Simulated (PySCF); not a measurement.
TDDFT excited states: Cl3H3HfOSi

(Cl)3Hf-O-SiH3 (singlet state).
Cartesian coordinates in Å at the PBE0-D3(BJ)/def2-SVP level; atoms count from 1:
```xyz
9
Cl3H3HfOSi angstrom
Hf    -0.3625    0.8706    1.4136
Cl    -2.1913   -0.1844    2.4127
Cl     1.4065    0.9323    2.9485
Cl    -0.9917    3.0192    0.7345
O      0.1385   -0.1163   -0.1383
Si     0.4642   -0.9668   -1.5487
H      1.3223   -0.1238   -2.4274
H     -0.8262   -1.2729   -2.2280
H      1.1729   -2.2275   -1.1926
```

Level of theory: TDDFT CAM-B3LYP/def2-SVPD, vertical, gas phase, core orbitals frozen in the response, def2 core potentials past Kr (PySCF 2.14.0, density-fitted response routines). Spin–orbit coupling is left out.

Problem. List the vertical singlet excitations with oscillator strengths and describe the spectrum.

Solution. 

| state | E (eV) | λ (nm) | ν̃ (cm⁻¹) | f | main configurations (H = HOMO, L = LUMO) |
| --- | --- | --- | --- | --- | --- |
| S1 | 6.60 | 187.9 | 53220 | 0.0000 | H-2/H-1→L (≥55%), H-2/H-1→L+1 (≥16%) |
| S2 | 6.63 | 187.0 | 53470 | 0.0025 | H→L (48%), H-2/H-1→L+1 (≥24%) |
| S3 | 6.65 | 186.5 | 53630 | 0.0013 | H→L+1 (32%), H-2/H-1→L (≥18%), H-2/H-1→L+1 (≥17%) |
| S4 | 6.81 | 182.0 | 54950 | 0.037 | H→L (28%), H→L+1 (18%), H-5→L+1 (13%) |
| S5 | 6.82 | 181.7 | 55030 | 0.031 | H-2/H-1→L (≥39%), H→L+1 (8%) |
| S6 | 6.83 | 181.5 | 55100 | 0.027 | H-2/H-1→L+1 (≥42%), H→L+1 (17%), H-5→L (13%) |
| S7 | 7.15 | 173.5 | 57630 | 0.0064 | H-3→L (18%), H-5→L (14%), H-6→L (10%) |
| S8 | 7.15 | 173.3 | 57690 | 0.0046 | H-4→L (25%), H-7→L (12%), H-5→L (9%) |
| S9 | 7.18 | 172.7 | 57890 | 0.0037 | H-4→L+1 (17%), H-7→L+1 (16%), H-3→L+1 (15%) |

Triplets (Tamm–Dancoff): T1 6.24 eV, H→L (60%), H→L+1 (15%); T2 6.27 eV, H→L+1 (55%), H→L (9%), H-2/H-1→L (≥9%); T3 6.44 eV, H-2/H-1→L (≥39%), H-2/H-1→L+1 (≥27%); T4 6.56 eV, H-2/H-1→L (≥44%), H→L (14%).

The lowest singlet comes at 188 nm (637 kJ/mol) in the vacuum ultraviolet; it is dark (f under 0.0005); its leading configuration is HOMO-2/HOMO-1→LUMO (≥55%). The most intense listed level is S5/S6 at 6.82 eV (182 nm, f = 0.058 summed), 0.22 eV above S1. S5/S6 and S7/S8 lie within about 0.01 eV of each other in each set. Löwdin shares by element: HOMO (one of a set within 0.03 eV) chlorine 96%; LUMO (one of a set within 0.03 eV) hafnium 67%, chlorine 29%. Orbital energies (eV): HOMO-3 -11.23, HOMO-2 -10.82, HOMO-1 -10.81, HOMO -10.79, LUMO -0.65, LUMO+1 -0.62, LUMO+2 -0.06. Of the 9 states listed, 3 reach f = 0.01 and 1 stays under 0.0005. All these states lie below the vertical ionisation energy of 11.53 eV (ΔSCF). Orbitals of the list HOMO-3 to LUMO+2 that lie within 0.01 eV of each other are written together with a slash and their weights summed (≥ marks a lower bound); for degenerate orbitals outside that list single weights are arbitrary. The window holds the lowest 10 singlets. The highest level found (7.33 eV, f 0.022 so far) is left out, since the window may have cut off a degenerate partner.

The run took 3.7 min (with the writing of density and orbital grids) on an Intel Xeon 6975P-C with one thread, no GPU, shared host with 192 logical CPUs at a one-minute load of 112, and the process peaked at 1.1 GiB of memory.
